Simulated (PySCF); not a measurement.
# Shieldings and the share of exact exchange

Molecule: SMILES C(=C)[O][AlH][CH3], C₃H₇AlO.

Geometry (Å), atoms numbered from 1 in this order:
```xyz
12

C    -2.630    0.015   -0.093
C    -1.690   -0.863    0.273
O    -0.378   -0.624    0.391
Al    0.835    0.435   -0.219
C     2.601    0.216    0.556
H    -3.673   -0.297   -0.146
H    -2.388    1.052   -0.344
H    -1.962   -1.896    0.529
H     0.432    1.461   -1.359
H     2.943   -0.827    0.443
H     3.352    0.871    0.088
H     2.595    0.428    1.638
```

GIAO shieldings (ppm, equivalent atoms averaged) in PySCF 2.14 on the PBE0-D3(BJ)/def2-SVP geometry, basis pcSseg-2, gas phase, non-relativistic:

```tsv
functional	exact exchange (%)	σ(C1)	σ(O3)	σ(Al4)
BLYP	0	81.0	125.5	343.0
BP86	0	84.2	129.6	347.5
PBE	0	84.3	128.0	347.2
PBE0	25	87.0	154.3	363.3
mPW1PW91	25	86.2	155.5	364.6
BHandHLYP	50	87.0	173.5	372.7
HF	100	96.2	210.9	407.4
```

Task: Fit each shielding as a line in the percentage of exact exchange.

Result: σ(C1) = 83.0 + 0.12 x (rms 1.4 ppm); σ(O3) = 130.0 + 0.84 x (rms 3.1 ppm); σ(Al4) = 346.5 + 0.60 x (rms 2.4 ppm). The functionals also differ in their semilocal parts, which the line can't hold; Hartree–Fock has no correlation at all.

Task: What does the line predict for B3LYP (20 %), and what does the run give?

Result: σ(C1): 85.4 predicted, 83.1 computed; σ(O3): 146.8 predicted, 146.7 computed; σ(Al4): 358.5 predicted, 354.8 computed ppm.
